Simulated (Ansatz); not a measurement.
Ansatz (a program for electronic structure) input (RI-MP2/def2-QZVPP):
A basis named .json is the Basis Set Exchange file of that set.

Ansatz 0.2 input:
```yaml
crystal:
  periodic: [false, false, false]
  atoms:
    - {symbol: K, position_ang: [-0.00000000, -0.00000000, -1.56987413]}
    - {symbol: Cl, position_ang: [0.00000000, 0.00000000, 1.75456520]}
basis:
  gaussian:
    orbitals: def2-QZVPP.json
    fitting: {mean_field: def2-universal-jkfit, correlation: def2-QZVPP-RIFIT.json}
total_charge: 1
magnetization: {spin_polarized: true, initial_magnetization: 1}
correlation: {method: mp2, electrons: outside_noble_gas}
```

Output:

```
Functional definition: HF
integrals: 0.06 GiB planned
288 factors; integrals over basis functions are off by at most 1.5e0 eV
366 factors; integrals over basis functions are off by at most 7.5e-1 eV
mean field: 0.27 GiB planned
mean field evaluation 1: about -28802.5729 eV, gradient 1.5e1 eV
mean field evaluation 2: about -28803.5256 eV, gradient 5.3e0 eV
mean field evaluation 4: about -28803.5896 eV, gradient 3.3e-1 eV
mean field evaluation 8: about -28802.2838 eV, gradient 1.2e1 eV
mean field evaluation 16: about -28803.3599 eV, gradient 8.9e-1 eV
mean field evaluation 32: about -28803.4933 eV, gradient 3.5e-1 eV
mean field -28803.59054776 eV, -1058.5124288552 hartree, gradient 9.4e-7 eV, S^2 0.760614; 9 other end points of the search recorded, 0 dependent functions left out
14 core orbitals not correlated, not the lowest: weight in the atoms' cores, before any rotation towards them, 0.894 or more for the frozen orbitals, at most 0.106 for the correlated occupied ones
reference -28803.59054776 eV, -1058.5124288552 hartree; 4, 3 occupied and 122, 123 virtual orbitals, 366 factors
second order -4.78509991 eV of doubles, -0.00000000 eV of singles
Total energy: -28808.37564766 eV, -1058.6882780333 hartree
```
